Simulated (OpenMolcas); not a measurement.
SiCNClF2 (SMILES N#C[Si](F)(F)Cl): the HOMO–LUMO gap, rung by rung

The species is SiCNClF2 (6 atoms), meant as a singlet with charge 0. SMILES: `N#C[Si](F)(F)Cl`. The shape is that of a PBE0-D4/def2-TZVP optimisation.

```xyz
6

N     1.9254   -1.0922    1.0774
C     1.0301   -0.6093    0.5400
Si   -0.3944    0.1767   -0.2903
F    -1.4879   -0.9203   -0.5277
F     0.0876    0.7192   -1.6790
Cl   -1.1189    1.6619    0.8334
```

Each level gives the HOMO–LUMO gap (eV). The values are calculated.

| level | kind | program | value (eV) | CPU time |
| --- | --- | --- | --- | --- |
| HF/cc-pVDZ | Hartree–Fock | OpenMolcas | 16.41 | 15 s |
| SVWN5/cc-pVDZ | LDA | OpenMolcas | 6.64 | 34 s |
| PBE/cc-pVDZ | GGA | OpenMolcas | 6.75 | 48 s |
| TPSS/cc-pVDZ | meta-GGA | OpenMolcas | 7.00 | 63 s |
| r2SCAN/cc-pVDZ | meta-GGA | OpenMolcas | 7.34 | 57 s |
| BHLYP/cc-pVDZ | global hybrid | OpenMolcas | 11.63 | 42 s |
| M06-2X/cc-pVDZ | hybrid meta-GGA | OpenMolcas | 11.61 | 51 s |
| B2PLYP/cc-pVDZ | double hybrid | OpenMolcas | 11.92 | 35 s |

The values span 6.64 to 16.41 eV. Orbital gaps aren't excitation energies, and those of double hybrids come from the SCF part alone; they tend to grow with the share of exact exchange. CPU times are rough (shared hosts, several kinds of processor): they show what a rung costs within a factor of a few.
